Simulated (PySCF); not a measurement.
# Spin states and ions at one geometry of [La3]−

PySCF 2.14.0, RKS BP86, La def2-SVP with ECP46; non-relativistic Hamiltonian with scalar-relativistic core potentials where named; density fitting; no spin-orbit coupling; singlets restricted, open shells unrestricted. The geometry is relaxed for charge -1, singlet, vacuum:

```xyz
3

La    0.0000    0.0000    2.9900
La    0.0000    0.0000    0.0000
La    0.0000    0.0000   -2.9900
```

Energies count from the relaxed state; an electron taken off or put on is at rest in vacuum. Charges and spins are Mulliken's.

```
                     state  energy (eV)  spin squared  charge on La1 (e)  spin on La1 (e)  dipole about the centre of mass (D)
charge -1, singlet, vacuum         0.00          0.00              -0.45             0.00                                 0.00
 charge 0, doublet, vacuum         1.44          0.86               0.15             0.78                                 0.53
```

Q: What does the state charge -1, triplet, vacuum give?

A: energy (eV) 0.16, spin squared 2.01, charge on La1 (e) -0.55, spin on La1 (e) 0.59, dipole about the centre of mass (D) 0.00.

With an electron taken off (doublet) the charges change, summed by element, by La +1.00 e. The vertical ionisation energy is 1.44 eV, against −ε(HOMO) = -0.20 eV of the relaxed state. The level lies 1.6 eV too high, as is usual for semilocal functionals and global hybrids, which keep a self-interaction error.

Open shells may have lower solutions than those found.

The gap of the closed shell is small, and it wasn't tested for a lower spin-broken solution at this geometry.
